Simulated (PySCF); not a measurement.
# Computed records: CH5GeNSi, BClGeH2N, CH9BGe2, CH5AlBGe and others

Calculation on a computer-drawn molecule: optimised geometry and harmonic frequencies of an isolated molecule of the commonest isotopes, restricted reference for singlets and unrestricted otherwise, frozen core in MP2; on germanium a core potential holds 10 electrons, which the energies leave out, and 3d is frozen in MP2 and coupled-cluster steps. Program: PySCF 2.14.0.

Common to all runs: multiplicity 1; method HF; basis and core potential on germanium cc-pVDZ-PP ECP10MDF.

(1) CH5GeNSi

Start structure:
```xyz
9
CH5GeNSi
N     -0.1306     1.0970     1.5313
Si     1.1957     1.3072     0.6592
C      1.7890     0.5680    -0.9903
Ge     2.3597    -1.3813    -0.7248
H     -0.9270     0.5406     1.2604
H      2.1586     2.1401     1.1434
H      2.6088     1.1881    -1.4484
H      0.9627     0.6226    -1.7703
H      3.5229    -0.7908     0.2821
```

It was run with charge 0 and basis cc-pV(D+d)Z.

The calculation gives: rotational constants 11.56, 1.328, 1.281 GHz; total energy -677.4804 hartree; convergence status largest gradient component 2.967e-05 hartree/bohr.

Drawn bonds:
```
atom  other atom  order
   1           2      2
   2           3      1
   3           4      1
   1           5      1
   2           6      1
   3           7      1
   3           8      1
   4           9      1
```

Optimised structure:
```xyz
9
CH5GeNSi
N     -0.1627     1.1778     1.4620
Si     1.1838     1.2735     0.6536
C      1.6847     0.5365    -0.9749
Ge     2.5751    -1.2716    -0.8109
H     -0.9907     0.7126     1.1392
H      2.3019     1.9988     1.2743
H      2.4627     1.1881    -1.3991
H      0.8513     0.4677    -1.6760
H      3.6337    -0.7918     0.2743
```

Modes:
```
frequency (cm⁻¹)  reduced mass (dalton)
           48.93                  4.771
             156                  2.491
           184.3                  1.254
           303.7                  2.351
           454.6                  2.278
             560                   2.32
           605.6                  1.141
             661                  1.297
           734.9                  2.645
             791                  1.067
           847.5                  1.383
           915.2                  1.208
           981.1                  1.189
            1113                   1.17
            1239                   6.17
            1485                  1.101
            1978                  1.021
            2373                  1.042
            3144                  1.065
            3257                  1.097
            3832                  1.079
```

(2) BClGeH2N

Start structure:
```xyz
6
BClGeH2N
N     -0.8307    -0.2080     0.3514
Ge     0.8294    -0.4600     0.8371
B      1.3261    -1.5197    -0.8407
Cl     1.0578    -2.1905    -2.1508
H     -1.4494     0.3083     0.8799
H      1.9317    -0.2433     1.9510
```

Here we set charge 1 and basis cc-pV(D+d)Z.

It finds rotational constants 12.86, 1.395, 1.259 GHz; total energy -832.8427 hartree; convergence status largest gradient component 2.716e-05 hartree/bohr.

Drawn bonds:
```
atom  other atom  order
   1           2      2
   2           3      1
   3           4      1
   1           5      1
   2           6      1
```

Optimised structure:
```xyz
6
BClGeH2N
N     -0.8054    -0.1666     0.4103
Ge     0.7785    -0.4409     0.8649
B      1.1855    -1.5209    -0.8747
Cl     1.2743    -2.3165    -2.2841
H     -1.4202     0.3643     1.0142
H      1.8522    -0.2326     1.8972
```

Modes:
```
frequency (cm⁻¹)  reduced mass (dalton)
           75.73                  5.372
           243.8                  5.817
           305.9                  28.47
           320.7                  9.639
           412.3                  1.158
           692.7                  1.053
           780.5                  1.169
           914.1                  1.448
            1004                  3.759
            1256                  11.51
            2342                  1.022
            3738                  1.078
```

(3) CH9BGe2

Start structure:
```xyz
13
CH9BGe2
B     -0.4659     0.0266     1.1362
C      0.3527     0.5678    -0.0806
Ge    -0.3606    -0.1949    -1.7105
Ge     0.1293     2.4931    -0.1712
H     -1.6455     0.1839     1.1800
H      0.0712    -0.6954     1.9122
H      1.3767     0.3169    -0.0110
H     -1.7681     0.1969    -2.0233
H      0.4654     0.4670    -2.8744
H     -0.1988    -1.6208    -1.8506
H      0.7248     3.2150     1.0315
H      0.9711     3.0269    -1.3377
H     -1.2516     3.0147    -0.3450
```

Here we set charge 0 and basis cc-pVDZ.

The calculation gives: rotational constants 4.832, 1.17, 0.9941 GHz; total energy -654.5161 hartree; convergence status largest gradient component 2.587e-05 hartree/bohr.

Drawn bonds:
```
atom  other atom  order
   1           2      1
   2           3      1
   2           4      1
   1           5      1
   1           6      1
   2           7      1
   3           8      1
   3           9      1
   3          10      1
   4          11      1
   4          12      1
   4          13      1
```

Optimised structure:
```xyz
13
CH9BGe2
B     -0.4378    -0.0006     1.1042
C      0.3310     0.5884    -0.1142
Ge    -0.3598    -0.1772    -1.8102
Ge     0.1681     2.5663    -0.1511
H     -1.6264     0.1668     1.2088
H      0.1230    -0.6292     1.9617
H      1.4005     0.3613    -0.0793
H     -1.8133     0.2487    -2.0365
H      0.5042     0.3195    -2.9748
H     -0.2906    -1.7088    -1.7666
H      0.6343     3.1612     1.1836
H      1.0537     3.1225    -1.2716
H     -1.2859     2.9788    -0.3984
```

Modes:
```
frequency (cm⁻¹)  reduced mass (dalton)
           42.35                  1.037
             115                   1.16
           120.8                  1.655
           129.9                  4.856
           231.8                   1.37
           252.9                  2.497
           445.9                  2.499
           560.2                  1.219
           597.1                  1.104
           625.2                  1.159
           669.4                  2.461
           699.1                  1.323
           911.7                   1.32
           912.4                  1.055
           940.4                  1.068
           959.8                   1.02
           966.5                   1.02
           968.5                  1.019
           974.9                  1.035
            1090                  2.484
            1101                  1.385
            1169                  1.214
            1251                  1.271
            1347                  1.347
            2205                  1.023
            2211                  1.023
            2214                  1.022
            2223                  1.023
            2230                  1.012
            2240                  1.013
            2648                  1.054
            2716                  1.125
            3202                  1.084
```

(4) CH5AlBGe

Start structure:
```xyz
9
CH5AlBGe
B      0.4769    -2.7402    -0.7696
Ge     0.9517    -0.7968    -0.5951
C      0.0362     0.7147    -1.2311
Al     2.8153     0.4554     0.3478
H      1.1962    -3.5734    -0.3303
H     -0.5490    -2.9391    -1.3200
H     -0.9143     0.5678    -1.6738
H      0.3828     1.6813    -1.0165
H      4.1479     1.0384     1.0546
```

Here we set charge 1 and basis cc-pV(D+d)Z.

The calculation gives: rotational constants 5.976, 2.645, 1.834 GHz; total energy -600.4299 hartree; convergence status largest gradient component 1.626e-05 hartree/bohr.

Drawn bonds:
```
atom  other atom  order
   1           2      1
   2           3      2
   2           4      1
   1           5      1
   1           6      1
   3           7      1
   3           8      1
   4           9      1
```

Optimised structure:
```xyz
9
CH5AlBGe
B      0.4964    -2.6924    -0.7605
Ge     0.9417    -0.6829    -0.6148
C     -0.0216     0.7063    -1.2110
Al     2.9339     0.2848     0.4255
H      1.2463    -3.4993    -0.3120
H     -0.5246    -2.9678    -1.3047
H     -0.9672     0.5446    -1.7201
H      0.2650     1.7461    -1.1056
H      4.1739     0.9688     1.0692
```

Modes:
```
frequency (cm⁻¹)  reduced mass (dalton)
           78.87                  5.103
           104.3                  3.461
           164.8                  2.682
           215.4                  1.017
           318.8                  14.82
           390.1                  1.094
           412.1                  1.183
           560.9                  4.901
           577.1                  1.028
           701.1                  1.211
           808.6                   1.74
           844.5                  2.236
           903.9                  1.257
           976.8                  1.283
            1225                  1.123
            1520                  1.158
            2108                  1.046
            2742                  1.045
            2868                  1.135
            3301                  1.056
            3408                  1.116
```

(5) CH5GeOSi

Start structure:
```xyz
9
CH5GeOSi
C     -0.4870    -2.1628     1.9183
Ge     0.9658    -1.3020     1.2640
O      1.4330    -2.1566    -0.3910
Si     1.7377    -2.9354    -1.7860
H     -1.2729    -2.4829     1.1361
H     -1.0102    -1.7108     2.8144
H      2.4961    -1.0383     1.6212
H      2.6973    -2.2453    -2.6966
H      0.9932    -4.1566    -2.0281
```

Here we set charge 1 and basis cc-pV(D+d)Z.

The calculation gives: rotational constants 12.78, 1.631, 1.446 GHz; total energy -697.6727 hartree; convergence status largest gradient component 2.519e-06 hartree/bohr.

Drawn bonds:
```
atom  other atom  order
   1           2      2
   2           3      1
   3           4      1
   1           5      1
   1           6      1
   2           7      1
   4           8      1
   4           9      1
```

Optimised structure:
```xyz
9
CH5GeOSi
C     -0.5067    -2.0713     1.8312
Ge     1.0416    -1.5124     1.2775
O      1.5512    -2.1854    -0.3948
Si     1.7029    -2.8836    -1.7583
H     -1.1154    -2.7500     1.2508
H     -0.8780    -1.7309     2.7888
H      2.1969    -0.6414     1.6536
H      2.9087    -2.6515    -2.5428
H      0.6519    -3.7643    -2.2538
```

Modes:
```
frequency (cm⁻¹)  reduced mass (dalton)
           37.59                  1.097
            62.8                  3.766
           141.1                  3.082
           201.8                  1.488
             221                  3.596
           380.3                   11.9
           616.5                  1.044
           718.3                  1.099
           751.8                  1.246
           806.6                  1.181
           816.4                  1.146
             854                   1.23
           941.1                  3.946
            1048                  1.057
            1241                  13.07
            1471                  1.174
            2396                  1.022
            2437                  1.027
            2482                  1.061
            3325                  1.053
            3447                  1.119
```

(6) Al2GeH3O

Start structure:
```xyz
7
Al2GeH3O
O      1.1733    -2.0029     3.7696
Al     0.9473    -1.9070     2.2085
Ge     0.4732    -1.8254    -0.2924
Al     0.9228    -1.4764    -2.8751
H      2.0433    -1.4030    -0.4887
H      2.3729    -1.0617    -3.1397
H     -0.2912    -1.6970    -3.8359
```

Here we set charge 1 and basis cc-pV(D+d)Z.

Results for Al2GeH3O: rotational constants 8.159, 0.9466, 0.8607 GHz; total energy -853.5151 hartree; convergence status largest gradient component 3.517e-05 hartree/bohr.

Drawn bonds:
```
atom  other atom  order
   1           2      2
   2           3      1
   3           4      1
   3           5      1
   4           6      1
   4           7      1
```

Optimised structure:
```xyz
7
Al2GeH3O
O      0.2734    -1.3769     3.3690
Al     0.8942    -1.7107     1.9720
Ge     1.6670    -2.0672    -0.4320
Al     0.7565    -1.1958    -2.7519
H      2.9016    -2.9776    -0.3979
H      1.4391     0.1546    -3.1041
H     -0.2901    -2.1997    -3.3089
```

Modes:
```
frequency (cm⁻¹)  reduced mass (dalton)
           49.41                  10.98
           93.37                   1.35
           118.9                  3.579
           140.5                  15.53
           230.4                   14.3
           276.5                  1.043
           292.4                  20.36
           460.5                  1.157
             559                  1.112
           659.8                  1.062
           738.2                  1.057
            1211                  19.09
            2085                  1.015
            2130                  1.071
            2228                  1.021
```

(7) AlGeH5N

Start structure:
```xyz
8
AlGeH5N
Al    -1.0786     0.6868    -0.3990
N     -0.1605    -0.9553    -0.7970
Ge     0.9587    -1.8848     0.1634
H     -0.7008     1.2152     1.0521
H     -1.9202     1.2578    -1.4344
H     -0.4142    -1.2482    -1.6696
H      1.3164    -1.4353     1.5233
H      1.5750    -3.0646    -0.5082
```

It was run with charge 1 and basis cc-pV(D+d)Z.

It finds rotational constants 30.38, 2.106, 1.969 GHz; total energy -592.4320 hartree; convergence status largest gradient component 1.232e-05 hartree/bohr.

Drawn bonds:
```
atom  other atom  order
   1           2      1
   2           3      1
   1           4      1
   1           5      1
   2           6      1
   3           7      1
   3           8      1
```

Optimised structure:
```xyz
8
AlGeH5N
Al    -1.0478     0.6893    -0.3528
N     -0.1657    -0.9016    -0.8040
Ge     0.9484    -1.8499     0.1270
H     -0.6536     1.1406     1.0893
H     -1.9831     1.2568    -1.4578
H     -0.3523    -1.2819    -1.7225
H      1.2963    -1.3721     1.5126
H      1.5336    -3.1096    -0.4612
```

Modes:
```
frequency (cm⁻¹)  reduced mass (dalton)
           166.4                   3.48
           196.7                  1.461
           255.5                  1.074
           487.5                  1.881
           534.8                  1.275
           641.1                  1.151
           702.6                  1.131
           728.2                  1.873
           772.4                  1.082
           792.5                  1.073
           908.9                  1.532
           946.1                  1.829
            1268                  1.246
            2070                  1.025
            2109                   1.06
            2345                  1.015
            2374                  1.027
            3722                  1.076
```

(8) AlBGeH4N

Start structure:
```xyz
8
AlBGeH4N
Al     0.6594    -1.3511    -0.9180
N      0.3331     0.2723    -0.2412
B      0.1972     1.4796     0.3106
Ge    -0.1118     3.2519     0.9617
H      0.8090    -2.7126    -1.4111
H     -1.4695     3.3249     1.5976
H      0.9133     3.5370     1.9941
H      0.0233     4.2628    -0.1869
```

Here we set charge 1 and basis cc-pV(D+d)Z.

The calculation gives: rotational constants 78.34, 0.8467, 0.8467 GHz; total energy -616.5583 hartree; convergence status largest gradient component 1.688e-05 hartree/bohr.

Drawn bonds:
```
atom  other atom  order
   1           2      1
   2           3      2
   3           4      1
   1           5      1
   4           6      1
   4           7      1
   4           8      1
```

Optimised structure:
```xyz
8
AlBGeH4N
Al     0.6117    -1.3102    -0.8634
N      0.3700     0.2294    -0.2479
B      0.1856     1.4037     0.2216
Ge    -0.1163     3.3271     0.9906
H      0.8335    -2.7222    -1.4278
H     -1.5118     3.3237     1.5924
H      0.9706     3.5379     2.0315
H      0.0107     4.2753    -0.1902
```

Modes:
```
frequency (cm⁻¹)  reduced mass (dalton)
            84.8                  5.201
            84.8                  5.201
             291                   3.25
             291                   3.25
           298.7                  17.67
           463.6                  1.202
           463.6                  1.202
           624.1                  1.358
           624.1                  1.358
           867.8                  1.355
           932.3                  3.227
           953.7                  1.021
           953.7                  1.021
            1932                  11.81
            2184                  1.054
            2288                  1.025
            2288                  1.025
            2290                  1.011
```
